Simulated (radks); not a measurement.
Question: These are the eigenvalues of the occupied orbitals of an atom or ion with whole-number occupations (hartree). Calculated with a radial shooting solver on a logarithmic mesh with Libxc functionals: Dirac Kohn-Sham, PBE, spin-unpolarised, spherical densities, finite nucleus; Fermi nuclear charge, rms radius of each element as measured or else 0.836 A^(1/3) + 0.57 fm.

orbital  eigenvalue
1s1/2     -146.4651
2s1/2     -16.53577
2p1/2     -13.70446
2p3/2     -13.56866
3s1/2      -2.91556
3p1/2      -2.20297
3p3/2      -2.18733

Which element is it, and in what charge state? The configuration may be excited. Open shells, if any, are shared by 2j + 1.

Answer: Z = 20, calcium, charge +3: Ca3+ in [Ne] 3s2 3p5. The list shows which subshells hold electrons but not how many an open one holds; the 1s level, -146.47 hartree, gives Z - s = 17.1 by -(Z - s)^2/2, which with screening and relativity narrows Z to a few neighbours, and the depths of the outer levels then fix element, charge and occupations together.
